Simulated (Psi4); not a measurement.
C₂H₆N (SMILES CC[NH-]), charge -1, singlet, at a GFN2-xTB geometry (a gas-phase anion, which may not be bound at this level); Psi4 1.11 with MP2/def2-SVP.

Psi4 was given this input:
```
memory 2 GB

molecule mol {
-1 1
  C     1.191191   -0.382927    0.007172
  C    -0.131227    0.521680    0.020645
  N    -1.347911   -0.107551    0.083890
  H     2.099467    0.229158    0.017145
  H     1.194065   -1.037068    0.879195
  H     1.200633   -1.006310   -0.888497
  H     0.068229    1.238652   -0.896924
  H    -0.027302    1.178907    0.908696
  H    -1.459500   -0.683001   -0.773743
}

set basis def2-svp
set reference rhf

energy('mp2')
print_variables()
```

Output, abridged:

```
    SCF Algorithm Type (re)set to DF.

   => Loading Basis Set <=

    Name: DEF2-SVP
    Role: ORBITAL
    Keyword: BASIS

         ---------------------------------------------------------
                                   SCF
               by Justin Turney, Rob Parrish, Andy Simmonett
                          and Daniel G. A. Smith
                              RHF Reference
         ---------------------------------------------------------

  ==> Geometry <==

    Molecular point group: c1
    Full point group: C1

    Geometry (in Angstrom), charge = -1, multiplicity = 1:

       Center              X                  Y                   Z               Mass
    ------------   -----------------  -----------------  -----------------  -----------------
         C            1.260559199757    -0.384713742039    -0.009819881752    12.000000000000
         C           -0.061858800243     0.519893257961     0.003653118248    12.000000000000
         N           -1.278542800243    -0.109337742039     0.066898118248    14.003074004430
         H            2.168835199757     0.227371257961     0.000153118248     1.007825032230
         H            1.263433199757    -1.038854742039     0.862203118248     1.007825032230
         H            1.270001199757    -1.008096742039    -0.905488881752     1.007825032230
         H            0.137597199757     1.236865257961    -0.913915881752     1.007825032230
         H            0.042066199757     1.177120257961     0.891704118248     1.007825032230
         H           -1.390131800243    -0.684787742039    -0.790734881752     1.007825032230

  Running in c1 symmetry.

  Rotational constants: A =      1.20169  B =      0.29848  C =      0.26870 [cm^-1]
  Rotational constants: A =  36025.70238  B =   8948.27802  C =   8055.28994 [MHz]
  Nuclear repulsion =   75.069418646545955

  Charge       = -1
  Multiplicity = 1
  Electrons    = 26
  Nalpha       = 13
  Nbeta        = 13

  ==> Algorithm <==

  SCF Algorithm Type is DF.
  DIIS enabled.
  MOM disabled.
  Fractional occupation disabled.
  Guess Type is SAD.
  Energy threshold   = 1.00e-08
  Density threshold  = 1.00e-08
  Integral threshold = 1.00e-12

  ==> Primary Basis <==

  Basis Set: DEF2-SVP
    Blend: DEF2-SVP
    Number of shells: 36
    Number of basis functions: 72
    Number of Cartesian functions: 75
    Spherical Harmonics?: true
    Max angular momentum: 2

   => Loading Basis Set <=

    Name: (DEF2-SVP AUX)
    Role: JKFIT
    Keyword: DF_BASIS_SCF

  ==> Integral Setup <==

  SCF_SUBTYPE=INCORE selected. In-core MEM_DF algorithm will be used.
  Using in-core AOs.

  ==> MemDFJK: Density-Fitted J/K Matrices <==

    J tasked:                   Yes
    K tasked:                   Yes
    wK tasked:                   No
    Algorithm:                 Core
    Schwarz Cutoff:           1E-12
    Mask sparsity (%):       0.1157
    Fitting Condition:        1E-10

   => Auxiliary Basis Set <=

  Basis Set: (DEF2-SVP AUX)
    Blend: DEF2-UNIVERSAL-JKFIT
    Number of shells: 111
    Number of basis functions: 335
    Number of Cartesian functions: 391
    Spherical Harmonics?: true
    Max angular momentum: 4

  Minimum eigenvalue in the overlap matrix is 3.9407570986E-03.
  Reciprocal condition number of the overlap matrix is 6.7821866197E-04.
    Using symmetric orthogonalization.

  ==> Pre-Iterations <==

  SCF Guess: Superposition of Atomic Densities via on-the-fly atomic UHF (no occupation information).

   -------------------------
    Irrep   Nso     Nmo
   -------------------------
     A         72      72
   -------------------------
    Total      72      72
   -------------------------

  ==> Iterations <==

                           Total Energy        Delta E     RMS |[F,P]|

   @DF-RHF iter SAD:  -132.68564117279408   -1.32686e+02   0.00000e+00
   @DF-RHF iter   1:  -133.24052493292120   -5.54884e-01   8.64088e-03 ADIIS/DIIS
   @DF-RHF iter   2:  -133.39287582087806   -1.52351e-01   5.24225e-03 ADIIS/DIIS
   @DF-RHF iter   3:  -133.45989260290705   -6.70168e-02   6.87961e-04 ADIIS/DIIS
   @DF-RHF iter   4:  -133.46183006535341   -1.93746e-03   2.30027e-04 ADIIS/DIIS
   @DF-RHF iter   5:  -133.46204186930402   -2.11804e-04   4.85440e-05 DIIS
   @DF-RHF iter   6:  -133.46205438972873   -1.25204e-05   1.21884e-05 DIIS
   @DF-RHF iter   7:  -133.46205555762248   -1.16789e-06   4.72959e-06 DIIS
   @DF-RHF iter   8:  -133.46205572558415   -1.67962e-07   1.57314e-06 DIIS
   @DF-RHF iter   9:  -133.46205575493977   -2.93556e-08   4.25606e-07 DIIS
   @DF-RHF iter  10:  -133.46205575727100   -2.33123e-09   1.25023e-07 DIIS
   @DF-RHF iter  11:  -133.46205575748328   -2.12282e-10   4.19004e-08 DIIS
   @DF-RHF iter  12:  -133.46205575751259   -2.93028e-11   1.23430e-08 DIIS
   @DF-RHF iter  13:  -133.46205575751526   -2.67164e-12   3.07411e-09 DIIS
  Energy and wave function converged.

  ==> Post-Iterations <==

    Orbital Energies [Eh]
    ---------------------

    Doubly Occupied:

[...]
      13A     -0.028824

    Virtual:

[...]
    Final Occupation by Irrep:
              A
    DOCC [    13 ]
    NA   [    13 ]
    NB   [    13 ]

  @DF-RHF Final Energy:  -133.46205575751526

   => Energetics <=

    Nuclear Repulsion Energy =             75.0694186465459552
    One-Electron Energy =                -334.8084695647629587
    Two-Electron Energy =                 126.2769951607017447
    Total Energy =                       -133.4620557575152588

Computation Completed

Properties will be evaluated at   0.000000,   0.000000,   0.000000 [a0]

Properties computed using the SCF density matrix

 Multipole Moments:

 ------------------------------------------------------------------------------------
     Multipole            Electronic (a.u.)      Nuclear  (a.u.)        Total (a.u.)
 ------------------------------------------------------------------------------------

 L = 1.  Multiply by 2.5417464519 to convert [e a0] to [Debye]
 Dipole X            :         -1.7597914            3.2771706            1.5173792
 Dipole Y            :         -0.0371533           -0.0844132           -0.1215665
 Dipole Z            :          0.5448735           -0.8027425           -0.2578690
 Magnitude           :                                                    1.5439283

 ------------------------------------------------------------------------------------

  //>>>>>>>>>>>>>>>>>>>>>>>>>>>>>>>>>>>//
  //               DFMP2               //
  //<<<<<<<<<<<<<<<<<<<<<<<<<<<<<<<<<<<//

   => Loading Basis Set <=

    Name: (DEF2-SVP AUX)
    Role: RIFIT
    Keyword: DF_BASIS_MP2

	 --------------------------------------------------------
	                          DF-MP2
	      2nd-Order Density-Fitted Moller-Plesset Theory

	        Rob Parrish, Justin Turney, Andy Simmonett,
	           Ed Hohenstein, and C. David Sherrill
	 --------------------------------------------------------

   => Auxiliary Basis Set <=

  Basis Set: (DEF2-SVP AUX)
    Blend: DEF2-SVP-RI
    Number of shells: 84
    Number of basis functions: 228
    Number of Cartesian functions: 255
    Spherical Harmonics?: true
    Max angular momentum: 3

	 --------------------------------------------------------
	                 NBF =    72, NAUX =   228
	 --------------------------------------------------------
	   CLASS    FOCC     OCC    AOCC    AVIR     VIR    FVIR
	   PAIRS       0      13      13      59      59       0
	 --------------------------------------------------------

	-----------------------------------------------------------
	 ==================> DF-MP2 Energies <====================
	-----------------------------------------------------------
	 Reference Energy          =    -133.4620557575152588 [Eh]
	 Singles Energy            =      -0.0000000000000000 [Eh]
	 Same-Spin Energy          =      -0.1135395791261490 [Eh]
	 Opposite-Spin Energy      =      -0.3699626740224216 [Eh]
	 Correlation Energy        =      -0.4835022531485706 [Eh]
	 Total Energy              =    -133.9455580106638308 [Eh]
	-----------------------------------------------------------
	 ================> DF-SCS-MP2 Energies <==================
	-----------------------------------------------------------
	 SCS Same-Spin Scale       =       0.3333333333333333 [-]
	 SCS Opposite-Spin Scale   =       1.2000000000000000 [-]
	 SCS Same-Spin Energy      =      -0.0378465263753830 [Eh]
	 SCS Opposite-Spin Energy  =      -0.4439552088269059 [Eh]
	 SCS Correlation Energy    =      -0.4818017352022889 [Eh]
	 SCS Total Energy          =    -133.9438574927175409 [Eh]
	-----------------------------------------------------------

  Variable Map:
  ----------------------------------------------------------------------------
[...]
  Array Variable Map:
  ----------------------------------------------------------------------------
[...]
[...]
```
